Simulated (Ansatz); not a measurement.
`F[Si]O[SiH3]` + H₂S → `[SiH3]O[Si]S` + H–F at 298.15 K and 1 bar (ligand exchange at the Si–F bond).

Gas-phase electronic energies from Ansatz, PBE0-D4/def2-TZVP geometries. CCSD(T)/CBS adds triple-zeta CCSD(T) − MP2 to the extrapolated MP2 energy (def2 sets, frozen cores). This one scheme is used for every species. One conformer a species, not always the lowest.

```
       species  CCSD(T)/CBS energy (Eh)  H − E (kJ/mol)  S (J/(mol·K))
`F[Si]O[SiH3]`               -755.04483           103.3          342.3
           H₂S               -398.97279            49.9          205.7
`[SiH3]O[Si]S`              -1053.58849           124.5          354.9
           H–F               -100.39570            33.5          173.6
```

H − E and S are ideal-gas, rigid-rotor, harmonic terms from PBE0-D4/def2-TZVP, for one conformer and one mirror image of each species. 1 Eh = 2625.50 kJ/mol, R = 8.31446 J/(mol·K).

By hand: ΔE, ΔH, ΔS and ΔG.

ΔE = (-1053.58849) + (-100.39570) − (-755.04483) − (-398.97279) = 0.03343 Eh = 87.8 kJ/mol. Δ(H − E) = 124.5 + 33.5 − 103.3 − 49.9 = 4.8, so ΔH = 92.6 kJ/mol. ΔS = 354.9 + 173.6 − 342.3 − 205.7 = -19.5 J/(mol·K). ΔG = 92.6 − 298.15 × (-19.5)/1000 = 98.4 kJ/mol.

By hand: the equilibrium constant, and the temperature at which ΔG would vanish if ΔH and ΔS stayed fixed.

log₁₀ K = −ΔG/(RT ln 10) = -17.2. ΔH and −TΔS have one sign here, so there is no such temperature.

ΔH outweighs TΔS. A doubt of 5 kJ/mol in ΔE shifts log₁₀ K by 0.9 here. Other conformers and mirror images would add mixing entropy, several J/(mol·K) or more a flexible species. Modes under 60 cm⁻¹, often nearly free rotors, make the harmonic entropy too high. These are equilibria of isolated gas molecules and say nothing of rates. Largest T1 diagnostic: 0.015 (customary marks: 0.02 for closed shells, 0.045 for open ones).
